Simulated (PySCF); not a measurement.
Cl₃H₃HfOSi, SMILES [SiH3][O][Hf]([Cl])([Cl])[Cl], multiplicity 1.

The structure is a stationary point at PBE-D3(BJ)/def2-SVP. The multiplicity is an assumed one; other spin states were not compared. The isomer is the one that the SMILES or the coordinates give; other isomers of the formula were not compared. The def2 effective core potentials stand for the cores of Hf; spin–orbit coupling is left out. The values are those of a single conformer.

Level of theory: PBE-D3(BJ)/def2-SVP (PySCF).

Frequencies are harmonic and unscaled.

Modes within 1.5 cm⁻¹ of each other (mostly degenerate sets) share a row, with their intensities summed.

Estimate the vibrational spectrum. (Estimate from the structure and the level; the computed values follow.)


```
mode   ν (cm⁻¹)  IR (km/mol)  moving atoms (share of kinetic energy)
-----  --------  -----------  --------------------------------------
1            15          0.0                                  H 99 %
2–3          37          0.3        Cl 43 %, Si 33 %, H 10 %, Hf 8 %
4–6          91          6.6                        Cl 73 %, Hf 19 %
7–8         168          8.7                         O 76 %, Cl 13 %
9           355         11.2                        Cl 77 %, Si 19 %
10–11       381        136.0                        Cl 75 %, Hf 24 %
12          386         27.6               Si 44 %, Hf 26 %, Cl 18 %
13–14       693         93.6                          H 84 %, Si 9 %
15–16       912        115.9                                  H 96 %
17          920        855.5                 H 66 %, Si 19 %, O 15 %
18         1002        247.0                          O 70 %, H 25 %
19         2181         80.3                                  H 99 %
20–21      2193        198.3                                  H 96 %
```
